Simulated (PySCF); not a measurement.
Cl3Y, charge -1, doublet, geometry from GFN2-xTB (such geometries of metal compounds can be far from the true shape) (the multiplicity is a formal guess) (core potentials on Y) (in this run its highest filled SCF level lies above zero, so its values depend strongly on the basis, on diffuse functions most of all); B3LYP/def2-SV(P) (PySCF).

The PySCF input:
```python
from pyscf import gto, scf, dft

mol = gto.Mole()
mol.atom = '''
    Y     0.169872    0.452527    0.285819
    Cl    1.948481   -0.730849   -0.844584
    Cl   -0.901816   -1.233802    1.645752
    Cl   -1.436372    0.926500   -1.456871
'''
mol.basis = 'def2-sv(p)'
mol.ecp = {'Y': 'def2-sv(p)'}
mol.charge = -1
mol.spin = 1
mol.verbose = 4
mol.build()

mf = dft.UKS(mol)
mf.xc = 'b3lyp'
mf.kernel()
mf.analyze()
```

Output, abridged:

```
PySCF version 2.14.0

[INPUT] verbose = 4
[INPUT] num. atoms = 4
[INPUT] num. electrons = 63
[INPUT] charge = -1
[INPUT] spin (= nelec alpha-beta = 2S) = 1
[INPUT] symmetry False subgroup None
[INPUT] Mole.unit = angstrom
[INPUT] Symbol           X                Y                Z      unit          X                Y                Z       unit  Magmom
[...]
nuclear repulsion = 242.987104048218
number of shells = 34
number of NR pGTOs = 158
number of NR cGTOs = 78
basis = def2-sv(p)
ecp = {'Y': 'def2-sv(p)'}

******** <class 'pyscf.dft.uks.UKS'> ********
method = UKS
initial guess = minao
damping factor = 0
level_shift factor = 0
DIIS = <class 'pyscf.scf.diis.CDIIS'>
diis_start_cycle = 1
diis_space = 8
diis_damp = 0
SCF conv_tol = 1e-09
SCF conv_tol_grad = None
SCF max_cycles = 50
direct_scf = True
direct_scf_tol = 1e-13
number electrons alpha = 32  beta = 31
XC library pyscf.dft.libxc version 7.1.2
    S. Lehtola, C. Steigemann, M. J. T. Oliveira, and M. A. L. Marques,  SoftwareX 7, 1–5 (2018)
XC functionals = b3lyp
    P. J. Stephens, F. J. Devlin, C. F. Chabalowski, and M. J. Frisch,  J. Phys. Chem. 98, 11623 (1994)
radial grids:
    Treutler-Ahlrichs [JCP 102, 346 (1995); DOI:10.1063/1.469408] (M4) radial grids

becke partition: Becke, JCP 88, 2547 (1988); DOI:10.1063/1.454033
pruning grids: <function nwchem_prune>
grids dens level: 3
symmetrized grids: False
atomic radii adjust function: <function treutler_atomic_radii_adjust>
small_rho_cutoff = 0
Set gradient conv threshold to 3.16228e-05
tot grids = 78520
init E= -1413.57514263282

cycle= 1 E= -1417.31305099762  delta_E= -3.74  |g|= 1.56  |ddm|= 3.57

cycle= 2 E= -1417.17827332174  delta_E= 0.135  |g|= 1.62  |ddm|= 7.15
cycle= 3 E= -1418.81607792406  delta_E= -1.64  |g|= 0.188  |ddm|= 5.82
cycle= 4 E= -1418.84347210593  delta_E= -0.0274  |g|= 0.0694  |ddm|= 1.01
cycle= 5 E= -1418.84594247899  delta_E= -0.00247  |g|= 0.0158  |ddm|= 0.127
cycle= 6 E= -1418.84611257159  delta_E= -0.00017  |g|= 0.00366  |ddm|= 0.0374
cycle= 7 E= -1418.84612579794  delta_E= -1.32e-05  |g|= 0.000725  |ddm|= 0.0189
cycle= 8 E= -1418.84612665651  delta_E= -8.59e-07  |g|= 0.00023  |ddm|= 0.00519
cycle= 9 E= -1418.84612670969  delta_E= -5.32e-08  |g|= 7.37e-05  |ddm|= 0.000713
cycle= 10 E= -1418.84612671646  delta_E= -6.77e-09  |g|= 7.33e-06  |ddm|= 0.000295
cycle= 11 E= -1418.84612671651  delta_E= -5.21e-11  |g|= 2.6e-06  |ddm|= 2.64e-05
Extra cycle  E= -1418.84612671652  delta_E= -5.46e-12  |g|= 2.57e-06  |ddm|= 8.28e-06
converged SCF energy = -1418.84612671652  <S^2> = 0.75039722  2S+1 = 2.0003972
**** SCF Summaries ****
Total Energy =                       -1418.846126716517347
Nuclear Repulsion Energy =             242.987104048217986
One-electron Energy =                -2465.892150993689938
Two-electron Energy =                  804.058920228954548
Two-electron Coulomb Energy =          894.268111728459758
DFT Exchange-Correlation Energy =      -90.209191499505195
**** MO energy ****
                             alpha | beta                alpha | beta
[...]
spin_pop of  0 Y 4s        0.00022
spin_pop of  0 Y 5s        0.48214
spin_pop of  0 Y 6s        0.01253
spin_pop of  0 Y 7s        0.00003
spin_pop of  0 Y 8s        0.00208
spin_pop of  0 Y 4px       0.00034
spin_pop of  0 Y 4py       0.00127
spin_pop of  0 Y 4pz       0.00761
spin_pop of  0 Y 5px       0.00235
spin_pop of  0 Y 5py       0.00009
spin_pop of  0 Y 5pz       0.00227
spin_pop of  0 Y 6px       0.02356
spin_pop of  0 Y 6py       0.01344
spin_pop of  0 Y 6pz       0.11629
spin_pop of  0 Y 4dxy      0.07119
spin_pop of  0 Y 4dyz      0.00281
spin_pop of  0 Y 4dz^2     0.01130
spin_pop of  0 Y 4dxz      0.03330
spin_pop of  0 Y 4dx2-y2    0.05280
spin_pop of  0 Y 5dxy      0.05719
spin_pop of  0 Y 5dyz      0.00121
spin_pop of  0 Y 5dz^2     0.01088
spin_pop of  0 Y 5dxz      0.01814
spin_pop of  0 Y 5dx2-y2    0.00026
spin_pop of  1 Cl 1s        0.00000
spin_pop of  1 Cl 2s        0.00000
spin_pop of  1 Cl 3s        0.00734
spin_pop of  1 Cl 4s        0.01033
spin_pop of  1 Cl 2px      -0.00000
spin_pop of  1 Cl 2py      -0.00000
spin_pop of  1 Cl 2pz      -0.00000
spin_pop of  1 Cl 3px       0.00142
spin_pop of  1 Cl 3py       0.00061
spin_pop of  1 Cl 3pz       0.00020
spin_pop of  1 Cl 4px       0.00102
spin_pop of  1 Cl 4py       0.00115
spin_pop of  1 Cl 4pz       0.00001
spin_pop of  1 Cl 3dxy      0.00031
spin_pop of  1 Cl 3dyz      0.00001
spin_pop of  1 Cl 3dz^2     0.00001
spin_pop of  1 Cl 3dxz      0.00002
spin_pop of  1 Cl 3dx2-y2    0.00010
spin_pop of  2 Cl 1s        0.00000
spin_pop of  2 Cl 2s        0.00000
spin_pop of  2 Cl 3s        0.01397
spin_pop of  2 Cl 4s        0.00594
spin_pop of  2 Cl 2px       0.00000
spin_pop of  2 Cl 2py       0.00000
spin_pop of  2 Cl 2pz       0.00000
spin_pop of  2 Cl 3px       0.00016
spin_pop of  2 Cl 3py       0.00128
spin_pop of  2 Cl 3pz       0.00021
spin_pop of  2 Cl 4px       0.00005
spin_pop of  2 Cl 4py       0.00013
spin_pop of  2 Cl 4pz       0.00078
spin_pop of  2 Cl 3dxy      0.00002
spin_pop of  2 Cl 3dyz      0.00007
spin_pop of  2 Cl 3dz^2     0.00013
spin_pop of  2 Cl 3dxz      0.00002
spin_pop of  2 Cl 3dx2-y2    0.00001
spin_pop of  3 Cl 1s        0.00000
spin_pop of  3 Cl 2s        0.00000
spin_pop of  3 Cl 3s        0.00978
spin_pop of  3 Cl 4s        0.01613
spin_pop of  3 Cl 2px      -0.00000
spin_pop of  3 Cl 2py      -0.00000
spin_pop of  3 Cl 2pz      -0.00000
spin_pop of  3 Cl 3px       0.00252
spin_pop of  3 Cl 3py      -0.00204
spin_pop of  3 Cl 3pz       0.00214
spin_pop of  3 Cl 4px       0.00136
spin_pop of  3 Cl 4py       0.00064
spin_pop of  3 Cl 4pz       0.00039
spin_pop of  3 Cl 3dxy      0.00003
spin_pop of  3 Cl 3dyz      0.00002
spin_pop of  3 Cl 3dz^2     0.00006
spin_pop of  3 Cl 3dxz      0.00007
spin_pop of  3 Cl 3dx2-y2    0.00031
In total            32.00000 | 31.00000

WARN: System has nonzero charge -1; the dipole moment is origin-dependent.
Location of origin: [0. 0. 0.]

Dipole moment(X, Y, Z, Debye): -0.43800, -1.16639, -0.73684
```
